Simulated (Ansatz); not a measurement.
Geometry optimisation, RHF/def2-SVP (Ansatz).

Input file:

```yaml
crystal:
  periodic: [false, false, false]
  atoms:
    - { symbol: "N", position_ang: [-0.2156, -2.2677, -0.8208] }
    - { symbol: C, position_ang: [0.2958, -1.2881, 0.1356] }
    - { symbol: O, position_ang: [1.5905, -0.9386, -0.2002] }
    - { symbol: Al, position_ang: [0.5865, 0.5457, -0.4699] }
    - { symbol: B, position_ang: [-0.2427, 2.3735, 0.0488] }
    - { symbol: O, position_ang: [-0.4801, 2.711, 1.4712] }
    - { symbol: H, position_ang: [-0.84288, -1.78376, -1.51413] }
    - { symbol: H, position_ang: [-0.73229, -2.94993, -0.34275] }
    - { symbol: H, position_ang: [0.1892, -1.549, 1.247] }
    - { symbol: H, position_ang: [-0.4754, 3.1866, -0.743] }
    - { symbol: H, position_ang: [-1.4238, 2.4105, 1.6606] }
basis:
  gaussian: { orbitals: def2-SVP }
hamiltonian:
  xc: hf
relax:
  f_tol: 0.015
  max_steps: 40
output:
  orbitals: {}
```

Run as:

```bash
$ ansatz run input.yaml --threads 2 --pin off --max-ram 3072MiB --backend cpu --events-out ev --progress --plain --runs-dir out
```

**Question.** Where does it end, and by what steps?

**Answer.** The run converged. After 22 steps the energy has fallen by 2.235 eV; H11 moved furthest, 1.69 Å.

```tsv
step	energy less start (eV)	largest force component (eV/Å)	accepted
0	0.0000	3.315	yes
1	-0.9196	2.116	yes
2	-1.2282	1.455	yes
3	-1.4697	1.707	yes
4	-1.6550	1.185	yes
5	-1.8065	0.987	yes
6	-1.9414	0.765	yes
7	-2.0574	0.584	yes
8	-2.1321	0.325	yes
9	-2.1737	0.290	yes
10	-2.1703	1.089	no
11	-2.1943	0.242	yes
12	-2.2097	0.177	yes
13	-2.2261	0.119	yes
14	-2.2271	0.297	yes
15	-2.2339	0.131	yes
16	-2.2347	0.091	yes
17	-2.2349	0.069	yes
18	-2.2349	0.066	yes
19	-2.2350	0.065	yes
20	-2.2352	0.026	yes
21	-2.2351	0.048	no
22	-2.2352	0.007	yes
```

```xyz
11
Properties=species:S:1:pos:R:3
N -0.221 -2.209 -1.089
C 0.087 -1.573 0.163
O 1.302 -0.802 0.079
Al 0.029 0.327 0.228
B -0.415 2.433 0.267
O -0.560 3.021 1.465
H -1.175 -2.520 -1.108
H 0.366 -3.013 -1.249
H 0.141 -2.255 1.016
H -0.549 3.093 -0.735
H -0.755 3.947 1.435
```

Time of the run: 45 s on 2 threads of Arm Neoverse V2 (shared host), peak memory 0.23 GiB.
